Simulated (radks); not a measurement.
Results of a calculation; reference values are marked as such.
Spherical quantum dot in the effective-mass picture: electrons in a parabolic well V = omega^2 r^2 / 2 with omega = 2.59, all in effective atomic units (hartree* = m*/eps^2 hartree, bohr* = eps/m* bohr), one dielectric constant everywhere. Level of theory: non-relativistic Kohn-Sham, LDA (Slater exchange, Perdew-Wang correlation), spin-polarised, spherical densities (a radial shooting solver with Libxc functionals). Levels are named by radial order and angular momentum (1s, 1p, 1d, 2s, ...), and open shells are averaged over m. At N = 30 the configuration is 1s2 1p6 1d10 2s2 1f(up 7, down 3). Does electron 31 go into 2p up or 2p down or 1f down?

Answer. Into 1f down. The total energies of the other choices lie higher by 0.265 hartree* (2p up), 0.311 hartree* (2p down).
